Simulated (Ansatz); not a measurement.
C11H10 can be A, `Cc1cccc2ccccc12`, or B, `Cc1ccc2ccccc2c1`.

Calculated with Ansatz (gas phase, PBE0-D4/def2-TZVP geometries, no zero-point term in ΔE). CBS: MP2 limit from def2 TZ/QZ plus the TZ coupled-cluster correction, frozen cores. Functionals use def2-TZVPP.

A:

Z-matrix (Å, degrees):
```
C
C 1 1.496
H 1 1.094 2 111.6
H 1 1.094 2 111.6 3 119.7
H 1 1.090 2 110.6 3 -120.1
C 2 1.371 1 120.5 3 120.5
C 2 1.424 1 120.6 3 -59.5
C 6 1.407 2 121.8 1 180.0
H 6 1.085 2 119.1 1 -0.0
C 7 1.413 2 122.3 1 -0.0
C 7 1.423 2 119.4 1 -180.0
C 8 1.365 6 120.2 2 0.0
H 8 1.084 6 119.5 2 -180.0
C 10 1.369 7 121.2 2 180.0
H 10 1.083 7 119.3 2 -0.0
C 11 1.411 7 119.2 2 -180.0
H 12 1.085 8 120.8 6 180.0
C 14 1.406 10 120.4 7 0.0
H 14 1.084 10 119.9 7 180.0
H 16 1.085 11 118.5 7 180.0
H 18 1.084 14 119.8 10 180.0
```

B:

```xyz
21

C    -1.237    3.108    0.315
C    -0.885    1.661    0.174
C    -1.914    0.692    0.108
C    -1.630   -0.637   -0.021
C    -0.294   -1.089   -0.094
C     0.037   -2.453   -0.227
C     1.343   -2.853   -0.294
C     2.379   -1.901   -0.230
C     2.087   -0.571   -0.100
C     0.749   -0.128   -0.029
C     0.416    1.238    0.105
H    -1.849    3.448   -0.526
H    -0.344    3.733    0.355
H    -1.816    3.286    1.225
H    -2.948    1.020    0.162
H    -2.432   -1.366   -0.070
H    -0.765   -3.183   -0.276
H     1.586   -3.904   -0.396
H     3.411   -2.228   -0.283
H     2.884    0.164   -0.050
H     1.223    1.964    0.154
```

Q: Which is lower in electronic energy at CCSD(T)/CBS, and by how much? (Estimate.)

A: Computed: B, by 0.1 kcal/mol. So small a gap doesn't settle the order.

Q: Give E(B) − E(A) in kcal/mol with BLYP-D4, r2SCAN-D4, CCSD(T)/def2-SVP, LDA (SPW92), MP2/def2-TZVPP, HF/def2-TZVPP, ωB97M-V. (An estimate is asked.)

A: Ansatz gave: BLYP-D4 -0.4, r2SCAN-D4 -0.4, CCSD(T)/def2-SVP -0.3, LDA (SPW92) 0.0, MP2/def2-TZVPP 0.0, HF/def2-TZVPP -1.3, ωB97M-V -0.3. None reverses the order clearly.

Largest T1 diagnostic: 0.010.

In def2-TZVPP, CCSD(T) changes the Hartree–Fock value by +1.1 kcal/mol (the triples alone add +0.2 kcal/mol) and MP2 by +1.3 kcal/mol. Leaving LDA and LC-ωPBE aside and taking each functional with its dispersion term where it has one, the values, not all of them listed here, spread over 0.3 kcal/mol, from B2PLYP to revPBE-D4. LDA lies +0.8 kcal/mol from PBE without D4.
